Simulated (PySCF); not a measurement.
Compound: C7H7Cl.
Numbering: `[CH3:1][C@@:2]12[C@@H:3]3[C@H:4]4[C@@H:5]3[C@:6]1([Cl:7])[C@@H:8]24` (hydrogens: H9, H10, H11 on C1; H12 on C3; H13 on C4; H14 on C5; H15 on C8)

Level: wB97X-D/def2-SVPD in PySCF, non-relativistic, on one gas-phase PBE0-D3(BJ)/def2-SVP geometry that isn't relaxed in the solvent. The solvent is an IEF-PCM continuum (cavity from Bondi-type radii × 1.2), and excitations are vertical TDDFT with non-equilibrium linear response and a frozen core. The model holds no explicit solvent molecules, cavitation or dispersion.

Gas-phase singlets (H = HOMO, L = LUMO):

```json
{"state": "S1", "E (eV)": "6.439", "λ (nm)": "193", "f": "0.002", "leading configurations": "H→L 53%, H→L+1 22%"}
{"state": "S2", "E (eV)": "6.937", "λ (nm)": "179", "f": "0.002", "leading configurations": "H→L+2 22%, H→L+4 16%, H-1→L 16%"}
{"state": "S3", "E (eV)": "6.979", "λ (nm)": "178", "f": "0.010", "leading configurations": "H-1→L 28%, H-1→L+1 20%, H→L+4 17%"}
{"state": "S4", "E (eV)": "7.124", "λ (nm)": "174", "f": "0.013", "leading configurations": "H→L+1 54%, H→L 13%, H-1→L+1 8%"}
{"state": "S5", "E (eV)": "7.160", "λ (nm)": "173", "f": "0.015", "leading configurations": "H→L+5 31%, H-1→L+2 10%, H→L+7 9%"}
```

Task: Give the list for chloroform (ε = 4.711), n² = 2.09.

Result: 
```
state  E (eV)  λ (nm)      f           leading configurations  change by rank (eV)
   S1   6.366     195  0.003               H→L 65%, H→L+1 12%               -0.073
   S2   6.901     180  0.021           H-1→L 55%, H-1→L+1 12%               -0.036
   S3   6.975     178  0.011  H→L+4 21%, H→L+3 21%, H→L+1 15%               -0.004
   S4   7.160     173  0.025  H→L+5 31%, H→L+2 15%, H→L+7 14%               +0.036
   S5   7.178     173  0.015   H→L+1 51%, H→L+4 12%, H→L+6 8%               +0.018
```

Task: How does the list change in acetone (ε = 20.49)?

Result: 
```tsv
state	E (eV)	λ (nm)	f	leading configurations	change by rank (eV)
S1	6.347	195	0.003	H→L 65%, H→L+1 12%	-0.092
S2	6.883	180	0.025	H-1→L 57%, H-1→L+1 11%	-0.054
S3	6.977	178	0.011	H→L+3 28%, H→L+1 22%, H→L+4 16%	-0.002
S4	7.164	173	0.024	H→L+5 31%, H→L+2 18%, H→L+7 15%	+0.040
S5	7.200	172	0.013	H→L+1 46%, H→L+4 14%, H→L+6 9%	+0.040
```

Task: How do the frontier levels move from gas to acetone?

Result: 
| orbital | gas (eV) | solvent (eV) | change (eV) |
| --- | --- | --- | --- |
| LUMO+2 | 2.85 | 2.93 | +0.08 |
| LUMO+1 | 2.47 | 2.62 | +0.15 |
| LUMO | 2.39 | 2.29 | -0.10 |
| HOMO | -8.46 | -8.43 | +0.03 |
| HOMO-1 | -8.77 | -8.68 | +0.09 |
| HOMO-2 | -10.03 | -10.03 | 0.00 |
| HOMO-3 | -10.19 | -10.14 | +0.05 |

The HOMO–LUMO gap goes from 10.85 to 10.72 eV.
